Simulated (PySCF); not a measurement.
Se²⁺ (selenium, charge +2) across methods

[Ar] 3d10 4s2 4p1 4d1, one real determinant (an excited configuration). All numbers are calculated (PySCF 2.14, the spin-free X2C one-electron Hamiltonian (Gaussian nucleus), in x2c-TZVPPall with one added diffuse shell each of s, p, d type (7s6p5d1f, 57 functions)).

```json
{"method": "PBE0", "E (hartree)": "-2427.826", "mean ε 4s β (eV)": "-40.399", "mean ε 4p α (eV)": "-29.876", "mean ε 4d α (eV)": "-14.015", "Σ⟨r²⟩ (bohr²)": "29.28", "⟨S²⟩": "2.001"}
{"method": "B3LYP", "E (hartree)": "-2428.151", "mean ε 4s β (eV)": "-40.466", "mean ε 4p α (eV)": "-29.507", "mean ε 4d α (eV)": "-13.850", "Σ⟨r²⟩ (bohr²)": "29.31", "⟨S²⟩": "2.001"}
{"method": "r2SCAN", "E (hartree)": "-2428.074", "mean ε 4s β (eV)": "-39.415", "mean ε 4p α (eV)": "-28.845", "mean ε 4d α (eV)": "-13.453", "Σ⟨r²⟩ (bohr²)": "29.05", "⟨S²⟩": "2.002"}
{"method": "LDA", "E (hartree)": "-2424.517", "mean ε 4s β (eV)": "-39.546", "mean ε 4p α (eV)": "-28.440", "mean ε 4d α (eV)": "-13.315", "Σ⟨r²⟩ (bohr²)": "29.02", "⟨S²⟩": "2.000"}
{"method": "UHF", "E (hartree)": "-2426.39747", "mean ε 4s β (eV)": "-43.171", "mean ε 4p α (eV)": "-33.762", "mean ε 4d α (eV)": "-15.012", "Σ⟨r²⟩ (bohr²)": "30.58", "⟨S²⟩": "2.005"}
{"method": "PBE", "E (hartree)": "-2427.792", "mean ε 4s β (eV)": "-39.096", "mean ε 4p α (eV)": "-28.368", "mean ε 4d α (eV)": "-13.468", "Σ⟨r²⟩ (bohr²)": "29.08", "⟨S²⟩": "2.001"}
{"method": "r2SCANh", "E (hartree)": "-2428.062", "mean ε 4s β (eV)": "-39.918", "mean ε 4p α (eV)": "-29.393", "mean ε 4d α (eV)": "-13.667", "Σ⟨r²⟩ (bohr²)": "29.14", "⟨S²⟩": "2.002"}
```

Estimate the same row for wB97M-V.

E (hartree) = -2427.919; mean ε 4s β (eV) = -42.947; mean ε 4p α (eV) = -32.060; mean ε 4d α (eV) = -15.626; Σ⟨r²⟩ (bohr²) = 29.39; ⟨S²⟩ = 2.001.

⟨L²⟩ = 8.00 against 12 for a pure F term, so this real determinant mixes terms. The outer electron is Rydberg-like, and this basis confines it to a smaller radius and binds it less than a complete one would.
